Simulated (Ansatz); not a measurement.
Molecular dynamics of CH$_{4}$ClFSSi

Input file:

```yaml
crystal:
  periodic: [false, false, false]
  atoms:
    - { symbol: F, position_ang: [1.763458, -0.55194, 0.886404] }
    - { symbol: C, position_ang: [0.993226, 0.18663, 0.031994] }
    - { symbol: S, position_ang: [0.432374, -0.630848, -1.722938] }
    - { symbol: Si, position_ang: [-0.949964, -0.227056, 0.247769] }
    - { symbol: Cl, position_ang: [-2.436118, 0.845146, -0.755891] }
    - { symbol: H, position_ang: [1.576169, 0.398802, -0.97599] }
    - { symbol: H, position_ang: [0.978328, 1.274875, 0.278243] }
    - { symbol: H, position_ang: [-1.154371, -1.702449, 0.354223] }
    - { symbol: H, position_ang: [-1.114702, 0.360739, 1.638985] }
magnetization:
  spin_polarized: true
basis:
  gaussian: { orbitals: def2-SVP }
hamiltonian:
  xc: pbe
md:
  timestep: 0.5
  n_steps: 200
  ensemble: nve
  temperature: 100.0
  initial_velocities: maxwell_boltzmann
  seed: 10613
```

Command:

```bash
$ ansatz run input.yaml --threads 2 --pin off --max-ram 3072MiB --backend cpu --events-out ev --progress --plain --runs-dir out
```

It starts at the highest image of a converged band. Of that band: Neighbouring images differ by up to 2.3 eV, so the band resolves the path poorly. A vibrational analysis at the climbing image gives one clearly imaginary mode, 887i cm⁻¹: a first-order saddle point.

Output, in part (one step line in 4, the closing report, with atoms numbered from 0):

```
md step     0: t =     0.00 fs  T =   100.0 K  F+E_penalty+E_count = -35022.02471095 eV  E_kin = 0.090482 eV  conserved = -35021.93422895 eV  (32 SCF iters)
md step     4: t =     2.00 fs  T =    85.1 K  F+E_penalty+E_count = -35022.01108248 eV  E_kin = 0.076985 eV  conserved = -35021.93409725 eV  (28 SCF iters)
md step     8: t =     4.00 fs  T =    68.1 K  F+E_penalty+E_count = -35021.99565774 eV  E_kin = 0.061651 eV  conserved = -35021.93400639 eV  (27 SCF iters)
md step    12: t =     6.00 fs  T =    70.5 K  F+E_penalty+E_count = -35021.99791062 eV  E_kin = 0.063790 eV  conserved = -35021.93412074 eV  (28 SCF iters)
md step    16: t =     8.00 fs  T =    68.0 K  F+E_penalty+E_count = -35021.99572242 eV  E_kin = 0.061570 eV  conserved = -35021.93415193 eV  (29 SCF iters)
md step    20: t =    10.00 fs  T =    54.6 K  F+E_penalty+E_count = -35021.98344352 eV  E_kin = 0.049414 eV  conserved = -35021.93402997 eV  (27 SCF iters)
md step    24: t =    12.00 fs  T =    55.9 K  F+E_penalty+E_count = -35021.98462470 eV  E_kin = 0.050565 eV  conserved = -35021.93405935 eV  (27 SCF iters)
md step    28: t =    14.00 fs  T =    66.5 K  F+E_penalty+E_count = -35021.99435367 eV  E_kin = 0.060203 eV  conserved = -35021.93415083 eV  (28 SCF iters)
md step    32: t =    16.00 fs  T =    65.2 K  F+E_penalty+E_count = -35021.99310699 eV  E_kin = 0.058988 eV  conserved = -35021.93411862 eV  (27 SCF iters)
md step    36: t =    18.00 fs  T =    59.5 K  F+E_penalty+E_count = -35021.98785451 eV  E_kin = 0.053828 eV  conserved = -35021.93402683 eV  (27 SCF iters)
md step    40: t =    20.00 fs  T =    70.3 K  F+E_penalty+E_count = -35021.99767707 eV  E_kin = 0.063614 eV  conserved = -35021.93406262 eV  (33 SCF iters)
md step    44: t =    22.00 fs  T =    93.2 K  F+E_penalty+E_count = -35022.01837053 eV  E_kin = 0.084318 eV  conserved = -35021.93405265 eV  (33 SCF iters)
md step    48: t =    24.00 fs  T =   136.5 K  F+E_penalty+E_count = -35022.05745669 eV  E_kin = 0.123545 eV  conserved = -35021.93391158 eV  (34 SCF iters)
md step    52: t =    26.00 fs  T =   228.6 K  F+E_penalty+E_count = -35022.14080498 eV  E_kin = 0.206822 eV  conserved = -35021.93398315 eV  (32 SCF iters)
md step    56: t =    28.00 fs  T =   367.4 K  F+E_penalty+E_count = -35022.26625180 eV  E_kin = 0.332438 eV  conserved = -35021.93381378 eV  (32 SCF iters)
md step    60: t =    30.00 fs  T =   596.7 K  F+E_penalty+E_count = -35022.47372869 eV  E_kin = 0.539880 eV  conserved = -35021.93384909 eV  (32 SCF iters)
md step    64: t =    32.00 fs  T =   917.0 K  F+E_penalty+E_count = -35022.76405454 eV  E_kin = 0.829734 eV  conserved = -35021.93432091 eV  (32 SCF iters)
md step    68: t =    34.00 fs  T =  1233.1 K  F+E_penalty+E_count = -35023.05041377 eV  E_kin = 1.115775 eV  conserved = -35021.93463876 eV  (31 SCF iters)
md step    72: t =    36.00 fs  T =  1464.1 K  F+E_penalty+E_count = -35023.25975411 eV  E_kin = 1.324736 eV  conserved = -35021.93501849 eV  (31 SCF iters)
md step    76: t =    38.00 fs  T =  1548.5 K  F+E_penalty+E_count = -35023.33603914 eV  E_kin = 1.401128 eV  conserved = -35021.93491162 eV  (31 SCF iters)
md step    80: t =    40.00 fs  T =  1540.3 K  F+E_penalty+E_count = -35023.32804790 eV  E_kin = 1.393677 eV  conserved = -35021.93437047 eV  (31 SCF iters)
md step    84: t =    42.00 fs  T =  1576.6 K  F+E_penalty+E_count = -35023.36073853 eV  E_kin = 1.426506 eV  conserved = -35021.93423256 eV  (32 SCF iters)
md step    88: t =    44.00 fs  T =  1708.6 K  F+E_penalty+E_count = -35023.48004070 eV  E_kin = 1.545981 eV  conserved = -35021.93405951 eV  (31 SCF iters)
md step    92: t =    46.00 fs  T =  1986.2 K  F+E_penalty+E_count = -35023.73134794 eV  E_kin = 1.797161 eV  conserved = -35021.93418670 eV  (32 SCF iters)
md step    96: t =    48.00 fs  T =  2355.4 K  F+E_penalty+E_count = -35024.06643450 eV  E_kin = 2.131208 eV  conserved = -35021.93522669 eV  (31 SCF iters)
md step   100: t =    50.00 fs  T =  2622.5 K  F+E_penalty+E_count = -35024.30775326 eV  E_kin = 2.372889 eV  conserved = -35021.93486454 eV  (31 SCF iters)
md step   104: t =    52.00 fs  T =  2875.5 K  F+E_penalty+E_count = -35024.53657072 eV  E_kin = 2.601775 eV  conserved = -35021.93479621 eV  (31 SCF iters)
md step   108: t =    54.00 fs  T =  3147.0 K  F+E_penalty+E_count = -35024.78323682 eV  E_kin = 2.847473 eV  conserved = -35021.93576346 eV  (32 SCF iters)
md step   112: t =    56.00 fs  T =  3230.9 K  F+E_penalty+E_count = -35024.85934916 eV  E_kin = 2.923392 eV  conserved = -35021.93595728 eV  (31 SCF iters)
md step   116: t =    58.00 fs  T =  3060.0 K  F+E_penalty+E_count = -35024.70443551 eV  E_kin = 2.768705 eV  conserved = -35021.93573022 eV  (30 SCF iters)
md step   120: t =    60.00 fs  T =  2697.0 K  F+E_penalty+E_count = -35024.37553865 eV  E_kin = 2.440333 eV  conserved = -35021.93520593 eV  (31 SCF iters)
md step   124: t =    62.00 fs  T =  2296.5 K  F+E_penalty+E_count = -35024.01200503 eV  E_kin = 2.077880 eV  conserved = -35021.93412505 eV  (31 SCF iters)
md step   128: t =    64.00 fs  T =  2113.8 K  F+E_penalty+E_count = -35023.84626108 eV  E_kin = 1.912569 eV  conserved = -35021.93369235 eV  (31 SCF iters)
md step   132: t =    66.00 fs  T =  2255.6 K  F+E_penalty+E_count = -35023.97485604 eV  E_kin = 2.040876 eV  conserved = -35021.93397992 eV  (30 SCF iters)
md step   136: t =    68.00 fs  T =  2620.1 K  F+E_penalty+E_count = -35024.30583800 eV  E_kin = 2.370674 eV  conserved = -35021.93516380 eV  (29 SCF iters)
md step   140: t =    70.00 fs  T =  2887.4 K  F+E_penalty+E_count = -35024.54883117 eV  E_kin = 2.612561 eV  conserved = -35021.93627013 eV  (30 SCF iters)
md step   144: t =    72.00 fs  T =  2830.3 K  F+E_penalty+E_count = -35024.49597351 eV  E_kin = 2.560942 eV  conserved = -35021.93503131 eV  (30 SCF iters)
md step   148: t =    74.00 fs  T =  2727.8 K  F+E_penalty+E_count = -35024.40214486 eV  E_kin = 2.468144 eV  conserved = -35021.93400078 eV  (30 SCF iters)
md step   152: t =    76.00 fs  T =  2829.6 K  F+E_penalty+E_count = -35024.49508161 eV  E_kin = 2.560253 eV  conserved = -35021.93482850 eV  (30 SCF iters)
md step   156: t =    78.00 fs  T =  2958.8 K  F+E_penalty+E_count = -35024.61270811 eV  E_kin = 2.677174 eV  conserved = -35021.93553390 eV  (30 SCF iters)
md step   160: t =    80.00 fs  T =  2902.6 K  F+E_penalty+E_count = -35024.56246263 eV  E_kin = 2.626355 eV  conserved = -35021.93610747 eV  (30 SCF iters)
md step   164: t =    82.00 fs  T =  2539.3 K  F+E_penalty+E_count = -35024.23265432 eV  E_kin = 2.297608 eV  conserved = -35021.93504646 eV  (30 SCF iters)
md step   168: t =    84.00 fs  T =  2129.6 K  F+E_penalty+E_count = -35023.86031172 eV  E_kin = 1.926877 eV  conserved = -35021.93343494 eV  (31 SCF iters)
md step   172: t =    86.00 fs  T =  2060.4 K  F+E_penalty+E_count = -35023.79816901 eV  E_kin = 1.864291 eV  conserved = -35021.93387830 eV  (32 SCF iters)
md step   176: t =    88.00 fs  T =  2241.5 K  F+E_penalty+E_count = -35023.96305476 eV  E_kin = 2.028169 eV  conserved = -35021.93488564 eV  (32 SCF iters)
md step   180: t =    90.00 fs  T =  2450.1 K  F+E_penalty+E_count = -35024.15172196 eV  E_kin = 2.216899 eV  conserved = -35021.93482274 eV  (31 SCF iters)
md step   184: t =    92.00 fs  T =  2599.6 K  F+E_penalty+E_count = -35024.28893575 eV  E_kin = 2.352143 eV  conserved = -35021.93679311 eV  (31 SCF iters)
md step   188: t =    94.00 fs  T =  2368.9 K  F+E_penalty+E_count = -35024.07900325 eV  E_kin = 2.143458 eV  conserved = -35021.93554496 eV  (31 SCF iters)
md step   192: t =    96.00 fs  T =  2018.8 K  F+E_penalty+E_count = -35023.76071881 eV  E_kin = 1.826648 eV  conserved = -35021.93407085 eV  (31 SCF iters)
md step   196: t =    98.00 fs  T =  1905.9 K  F+E_penalty+E_count = -35023.65913503 eV  E_kin = 1.724537 eV  conserved = -35021.93459779 eV  (30 SCF iters)
md step   200: t =   100.00 fs  T =  1904.4 K  F+E_penalty+E_count = -35023.65806261 eV  E_kin = 1.723133 eV  conserved = -35021.93492951 eV  (31 SCF iters)
Total energy: -35023.65809362 eV, -1287.0956950526 hartree
Atom 0 at     2.347960    -0.296410     0.939083 Å, force    -0.729093     0.453147     2.162107 eV/Å
Atom 1 at     2.245523    -0.424544    -0.360251 Å, force    -0.033677    -1.579524    -2.286940 eV/Å
Atom 2 at     0.522421    -0.243797    -1.317192 Å, force    -0.179787     0.598575     1.872838 eV/Å
Atom 3 at    -1.484028    -0.490417     0.055859 Å, force     0.704291     0.441881    -3.058657 eV/Å
Atom 4 at    -2.882740     0.890992    -0.808302 Å, force     0.691612    -0.102380     0.804896 eV/Å
Atom 5 at     2.433615    -1.445069    -0.690166 Å, force    -0.384446    -1.358750     0.469626 eV/Å
Atom 6 at     3.193742    -0.068186    -0.796889 Å, force    -0.396737     1.876146    -0.839305 eV/Å
Atom 7 at    -1.972268    -1.629606    -0.772973 Å, force     0.044246    -0.508529     0.490222 eV/Å
Atom 8 at    -1.584840    -0.643674     1.521738 Å, force     0.283591     0.179435     0.385214 eV/Å
Dipole moment:     0.214332    -0.291846     0.287598 e Å
```

All steps were run. The conserved energy stayed within 0.28 meV per atom of its start (net change -0.078 meV per atom), so the integration is sound. The system heated up, since it started high on the potential surface and ran downhill. A run of 0.1 ps of so small a system gives no equilibrium averages. The orbitals stay closed-shell, which can raise the energy where a bond breaks towards radicals; this wasn't checked here.

The step under study would form S3–H6 and break C2–H6. These pairs go: S3–H6 1.71 → 2.34 Å, C2–H6 1.18 → 1.09 Å. In the last frame they stand as before the step (other bonds may differ from the relaxed reactants and products). Also parted: C2–Si4 2.00 → 3.75 Å. It ends as one piece, CH4ClFSSi. Pairs count as bonded within 1.25 times the sum of covalent radii (0.12 Å more for H–H).

Last frame:

```xyz
9
Properties=species:S:1:pos:R:3
F 2.348 -0.296 0.939
C 2.245 -0.424 -0.360
S 0.522 -0.244 -1.317
Si -1.484 -0.490 0.056
Cl -2.883 0.891 -0.808
H 2.434 -1.445 -0.690
H 3.194 -0.068 -0.797
H -1.972 -1.630 -0.773
H -1.585 -0.644 1.522
```

Run time: 10 min on 2 threads of Arm Neoverse V2, with other jobs on the host, peak memory 0.2 GiB.
